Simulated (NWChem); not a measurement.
C3H4ClF; SMILES F[C@@H]1C[C@H]1Cl

Results from NWChem. Coordinates come from a PBE0/def2-SVP optimisation. Ions are spin-unrestricted doublets at the neutral geometry; other ion states weren't tried.

Question: What does the run give for PBE/def2-SVP? Quantities: vertical ionisation energy, ΔSCF (eV); −ε(HOMO) (eV).

Answer: 
```yaml
vertical ionisation energy, ΔSCF (eV): 9.76
"−ε(HOMO) (eV)": 6.36
```
